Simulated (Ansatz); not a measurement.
Basis-set extrapolation for Al$_{3}$H$_{3}$OS (`[OH][AlH][Al]1[AlH][S]1`) (PBE0-D4/def2-TZVP geometry, frozen core, Ansatz). Multiplicity 1, RHF reference.

```json
{"": "HF", "def2-TZVPP": "-1200.067360", "def2-QZVPP": "-1200.102440"}
{"": "MP2 correlation", "def2-TZVPP": "-0.625188", "def2-QZVPP": "-0.677790"}
{"": "CCSD(T) correlation", "def2-TZVPP": "-0.699674", "def2-QZVPP": "not run"}
```

Energies in hartree. Use E(X) = E(∞) + A·exp(−7.88·√X) for Hartree–Fock and E(X) = E(∞) + B·X^(−2.97) for correlation, with X = 3 and 4, and add CCSD(T) minus MP2 of the smaller set to the MP2 limit.

Problem. What is the CCSD(T) energy at the basis-set limit?

Solution. HF limit: -1200.102440 + (-0.035080) × 0.13774 = -1200.10727. MP2 limit: -0.677790 + (-0.052602) × 0.74074 = -0.71675. Higher-order term: -0.699674 − (-0.625188) = -0.07449. Total: -1200.89851 hartree, 345.2 kJ/mol below CCSD(T)/def2-TZVPP.
